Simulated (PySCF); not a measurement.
PySCF input file for C2H6N2Si, SMILES C#C[SiH](N)N, TDDFT-B3LYP/def2-SVPD. Coordinates come from a r2SCAN-D4/def2-SVP optimisation. The structure was generated by enumeration, and PubChem lists no compound with its InChIKey, so it may never have been made. One conformer was computed; it need not be the lowest.

```python
import numpy as np
from pyscf import gto, scf, dft, tdscf

mol = gto.M(
    atom='''
    C     2.58788391   -0.30064054    0.09471763
    C     1.38035459   -0.13246366    0.18260204
    Si   -0.45270233    0.06402627    0.34000504
    N    -1.41932645   -1.23251620   -0.25218202
    N    -0.80502473    1.45767342   -0.60716955
    H     3.65050487   -0.44832897    0.01607819
    H    -0.74620604    0.10010814    1.80629603
    H    -1.34600333   -1.50876860   -1.22728298
    H    -1.59646856   -2.03633333    0.34202591
    H    -0.11262999    2.19333266   -0.70178830
    H    -1.75033697    1.82614676   -0.64385640
    ''',
    basis='def2-SVPD',
    charge=0,
    spin=0,
    max_memory=1600,
    verbose=4,
)
mf = dft.RKS(mol, xc='b3lyp').density_fit(auxbasis='def2-universal-jkfit')
mf.grids.level = 3
mf.conv_tol = 1e-9
mf.max_cycle = 100
mf.kernel()
mf.grids = dft.Grids(mol).set(level=1).build(with_non0tab=True)  # coarser grid for the response kernel
td = tdscf.TDDFT(mf)
td.singlet = True
td.nstates = 10
td.conv_tol = 1e-4
td.positive_eig_threshold = 1e-6
td.kernel(x0=td.get_init_guess(mf, 15))
td.analyze()
tt = tdscf.TDA(mf)
tt.singlet = False
tt.nstates = 4
tt.conv_tol = 1e-4
tt.positive_eig_threshold = 1e-6
tt.kernel(x0=tt.get_init_guess(mf, 9))
tt.analyze(verbose=3)
```

Program output:

```
PySCF version 2.14.0

[INPUT] verbose = 4
[INPUT] num. atoms = 11
[INPUT] num. electrons = 46
[INPUT] charge = 0
[INPUT] spin (= nelec alpha-beta = 2S) = 0
[INPUT] symmetry False subgroup None
[INPUT] Mole.unit = angstrom
[INPUT] Symbol           X                Y                Z      unit          X                Y                Z       unit  Magmom
[INPUT]  1 C      2.587883910000  -0.300640540000   0.094717630000 AA    4.890391832069  -0.568128282541   0.178990379868 Bohr   0.0
[INPUT]  2 C      1.380354590000  -0.132463660000   0.182602040000 AA    2.608492129886  -0.250320038858   0.345067845387 Bohr   0.0
[INPUT]  3 Si    -0.452702330000   0.064026270000   0.340005040000 AA   -0.855483419652   0.120992115077   0.642516406572 Bohr   0.0
[INPUT]  4 N     -1.419326450000  -1.232516200000  -0.252182020000 AA   -2.682138271851  -2.329118062090  -0.476554951340 Bohr   0.0
[INPUT]  5 N     -0.805024730000   1.457673420000  -0.607169550000 AA   -1.521276263202   2.754603542858  -1.147384160675 Bohr   0.0
[INPUT]  6 H      3.650504870000  -0.448328970000   0.016078190000 AA    6.898454420691  -0.847218967008   0.030383375679 Bohr   0.0
[INPUT]  7 H     -0.746206040000   0.100108140000   1.806296030000 AA   -1.410125048096   0.189176967440   3.413404796589 Bohr   0.0
[INPUT]  8 H     -1.346003330000  -1.508768600000  -1.227282980000 AA   -2.543577656453  -2.851159439343  -2.319228709540 Bohr   0.0
[INPUT]  9 H     -1.596468560000  -2.036333330000   0.342025910000 AA   -3.016888344879  -3.848112292024   0.646335297405 Bohr   0.0
[INPUT] 10 H     -0.112629990000   2.193332660000  -0.701788300000 AA   -0.212839834513   4.144798027464  -1.326187684424 Bohr   0.0
[INPUT] 11 H     -1.750336970000   1.826146760000  -0.643856400000 AA   -3.307657499001   3.450917239662  -1.216712259548 Bohr   0.0

nuclear repulsion = 207.736801427513
number of shells = 66
number of NR pGTOs = 222
number of NR cGTOs = 152
basis = def2-SVPD
ecp = {}


******** <class 'pyscf.df.df_jk.DFRKS'> ********
method = DFRKS
initial guess = minao
damping factor = 0
level_shift factor = 0
DIIS = <class 'pyscf.scf.diis.CDIIS'>
diis_start_cycle = 1
diis_space = 8
diis_damp = 0
SCF conv_tol = 1e-09
SCF conv_tol_grad = None
SCF max_cycles = 100
direct_scf = False
XC library pyscf.dft.libxc version 7.1.2
    S. Lehtola, C. Steigemann, M. J. T. Oliveira, and M. A. L. Marques,  SoftwareX 7, 1–5 (2018)
XC functionals = b3lyp
    P. J. Stephens, F. J. Devlin, C. F. Chabalowski, and M. J. Frisch,  J. Phys. Chem. 98, 11623 (1994)
radial grids:
    Treutler-Ahlrichs [JCP 102, 346 (1995); DOI:10.1063/1.469408] (M4) radial grids

becke partition: Becke, JCP 88, 2547 (1988); DOI:10.1063/1.454033
pruning grids: <function nwchem_prune>
grids dens level: 3
symmetrized grids: False
atomic radii adjust function: <function treutler_atomic_radii_adjust>
small_rho_cutoff = 0
Set gradient conv threshold to 3.16228e-05
Initial guess from minao.
tot grids = 134072
******** <class 'pyscf.df.df.DF'> ********
auxbasis = def2-universal-jkfit
init E= -478.906245763223
  HOMO = -0.320055391981971  LUMO = -0.0736658798673497  gap/eV = 6.70460
cycle= 1 E= -478.53332090844  delta_E= 0.373  |g|= 0.642  |ddm|= 7.64
  HOMO = -0.170971293666342  LUMO = 0.0228349541387316  gap/eV = 5.27374
cycle= 2 E= -478.422152250188  delta_E= 0.111  |g|= 0.935  |ddm|= 2.96
  HOMO = -0.267277300409908  LUMO = -0.00361533061525284  gap/eV = 7.17461
cycle= 3 E= -478.623009978263  delta_E= -0.201  |g|= 0.155  |ddm|= 1.61
  HOMO = -0.267051723302445  LUMO = -0.00748936728876267  gap/eV = 7.06305
cycle= 4 E= -478.628377047128  delta_E= -0.00537  |g|= 0.0702  |ddm|= 0.277
  HOMO = -0.265603017536299  LUMO = -0.00799515231269543  gap/eV = 7.00987
cycle= 5 E= -478.629539192063  delta_E= -0.00116  |g|= 0.0209  |ddm|= 0.0928
  HOMO = -0.265868949420442  LUMO = -0.00638297838251588  gap/eV = 7.06097
cycle= 6 E= -478.629655809011  delta_E= -0.000117  |g|= 0.00228  |ddm|= 0.0395
  HOMO = -0.265942200505439  LUMO = -0.00654576015608017  gap/eV = 7.05854
cycle= 7 E= -478.629657455853  delta_E= -1.65e-06  |g|= 0.000422  |ddm|= 0.00741
  HOMO = -0.265986254488258  LUMO = -0.00654494786655576  gap/eV = 7.05976
cycle= 8 E= -478.629657507449  delta_E= -5.16e-08  |g|= 7.56e-05  |ddm|= 0.000993
  HOMO = -0.265986765389114  LUMO = -0.00653994305358156  gap/eV = 7.05991
cycle= 9 E= -478.629657509032  delta_E= -1.58e-09  |g|= 1.44e-05  |ddm|= 0.000194
  HOMO = -0.265986912465267  LUMO = -0.00654113560296536  gap/eV = 7.05988
cycle= 10 E= -478.629657509067  delta_E= -3.5e-11  |g|= 9.48e-06  |ddm|= 4.18e-05
  HOMO = -0.265985812183867  LUMO = -0.00654084653804587  gap/eV = 7.05986
Extra cycle  E= -478.629657509035  delta_E= 3.18e-11  |g|= 1.54e-05  |ddm|= 3.27e-05
converged SCF energy = -478.629657509035
tot grids = 41848
Overwritten attributes  positive_eig_threshold  of <class 'pyscf.tdscf.rks.TDDFT'>


******** <class 'pyscf.tdscf.rks.TDDFT'> for <class 'pyscf.df.df_jk.DFRKS'> ********
nstates = 10 singlet
deg_eia_thresh = 1.000e-03
wfnsym = None
conv_tol = 0.0001
eigh lindep = 1e-12
eigh level_shift = 0
eigh max_cycle = 100


Excitation energies (eV)
[5.9299126  6.03712532 6.05807987 6.18233298 6.29217911 6.46526102
 6.6533566  6.91380635 7.00633771 7.36717247]

** Singlet excitation energies and oscillator strengths **
Excited State   1:      5.92991 eV    209.08 nm  f=0.0025
      20 -> 25        0.23326
      20 -> 26       -0.11882
      21 -> 24       -0.39870
      21 -> 25        0.10861
      22 -> 25       -0.21892
      23 -> 24        0.12511
      23 -> 25        0.40156
Excited State   2:      6.03713 eV    205.37 nm  f=0.0207
      20 -> 24       -0.11548
      21 -> 24       -0.27166
      21 -> 25        0.35831
      22 -> 24        0.24002
      23 -> 24       -0.43377
      23 -> 25       -0.13288
Excited State   3:      6.05808 eV    204.66 nm  f=0.0068
      20 -> 24        0.12026
      20 -> 25       -0.11577
      21 -> 24       -0.43528
      21 -> 25       -0.11068
      21 -> 26        0.10105
      23 -> 24        0.27215
      23 -> 25       -0.41381
Excited State   4:      6.18233 eV    200.55 nm  f=0.0059
      20 -> 25        0.14226
      21 -> 24        0.14913
      22 -> 24        0.10416
      22 -> 25       -0.58726
      23 -> 25       -0.28143
Excited State   5:      6.29218 eV    197.04 nm  f=0.0221
      20 -> 24        0.11533
      21 -> 25       -0.11964
      22 -> 24       -0.53799
      22 -> 25       -0.13288
      23 -> 24       -0.37530
Excited State   6:      6.46526 eV    191.77 nm  f=0.0516
      20 -> 24       -0.45282
      20 -> 25       -0.20355
      21 -> 25        0.23545
      22 -> 24       -0.26731
      22 -> 26       -0.13071
      23 -> 24        0.20978
      23 -> 26        0.17393
Excited State   7:      6.65336 eV    186.35 nm  f=0.0234
      20 -> 24        0.12239
      20 -> 25       -0.49615
      20 -> 26        0.12220
      21 -> 25       -0.16274
      22 -> 24        0.19316
      22 -> 25       -0.27059
      23 -> 25        0.23102
Excited State   8:      6.91381 eV    179.33 nm  f=0.0114
      20 -> 24        0.10984
      20 -> 25        0.15473
      22 -> 26        0.12932
      22 -> 28        0.10099
      23 -> 26        0.64766
Excited State   9:      7.00634 eV    176.96 nm  f=0.0101
      20 -> 24       -0.13168
      20 -> 25       -0.13445
      22 -> 26        0.64923
      23 -> 28        0.13520
Excited State  10:      7.36717 eV    168.29 nm  f=0.0507
      20 -> 24        0.13196
      21 -> 24        0.13566
      21 -> 25        0.32749
      21 -> 26        0.57506

** Transition electric dipole moments (AU) **
state          X           Y           Z        Dip. S.      Osc.
  1         0.0861     -0.0876     -0.0427      0.0169      0.0025
  2        -0.3694      0.0291     -0.0519      0.1400      0.0207
  3         0.1471      0.0168      0.1542      0.0457      0.0068
  4         0.0468      0.0452      0.1867      0.0391      0.0059
  5         0.0607      0.3560     -0.1126      0.1431      0.0221
  6         0.5629     -0.0882      0.0313      0.3256      0.0516
  7        -0.2949     -0.2370     -0.0248      0.1437      0.0234
  8         0.0391     -0.1602     -0.2004      0.0673      0.0114
  9        -0.1298     -0.0398     -0.2009      0.0588      0.0101
 10         0.4550     -0.1250      0.2416      0.2810      0.0507

** Transition velocity dipole moments (imaginary part, AU) **
state          X           Y           Z        Dip. S.      Osc.
  1         0.0185     -0.0196     -0.0092      0.0008      0.0025
  2        -0.0820      0.0064     -0.0121      0.0069      0.0208
  3         0.0331      0.0041      0.0349      0.0023      0.0070
  4         0.0120      0.0118      0.0447      0.0023      0.0067
  5         0.0155      0.0850     -0.0246      0.0081      0.0233
  6         0.1350     -0.0230      0.0093      0.0188      0.0529
  7        -0.0708     -0.0605     -0.0051      0.0087      0.0237
  8         0.0138     -0.0433     -0.0541      0.0050      0.0131
  9        -0.0376     -0.0153     -0.0565      0.0048      0.0125
 10         0.1248     -0.0367      0.0794      0.0232      0.0572

** Transition magnetic dipole moments (imaginary part, AU) **
state          X           Y           Z
  1        -0.1372      0.2826     -0.1694
  2        -0.0518     -0.1595      0.2122
  3        -0.2922     -0.2015     -0.0550
  4        -0.6239     -0.3166     -0.0446
  5         0.0906     -0.2513     -0.2168
  6        -0.0024      0.1752     -0.6067
  7        -0.1630      0.2091     -0.0548
  8         0.3432     -0.0965     -0.5529
  9         0.0220      0.0028      0.4358
 10         0.1006      0.4490      0.2168
Overwritten attributes  positive_eig_threshold  of <class 'pyscf.tdscf.rks.TDA'>


******** <class 'pyscf.tdscf.rks.TDA'> for <class 'pyscf.df.df_jk.DFRKS'> ********
nstates = 4 triplet
deg_eia_thresh = 1.000e-03
wfnsym = None
conv_tol = 0.0001
eigh lindep = 1e-12
eigh level_shift = 0
eigh max_cycle = 100


Excitation energies (eV)
[4.88076769 5.32018564 5.32365708 5.86127526]

** Triplet excitation energies and oscillator strengths **
Excited State   1:      4.88077 eV    254.03 nm  f=0.0000
Excited State   2:      5.32019 eV    233.04 nm  f=0.0000
Excited State   3:      5.32366 eV    232.89 nm  f=0.0000
Excited State   4:      5.86128 eV    211.53 nm  f=0.0000
```

The calculation finished and met its thresholds.
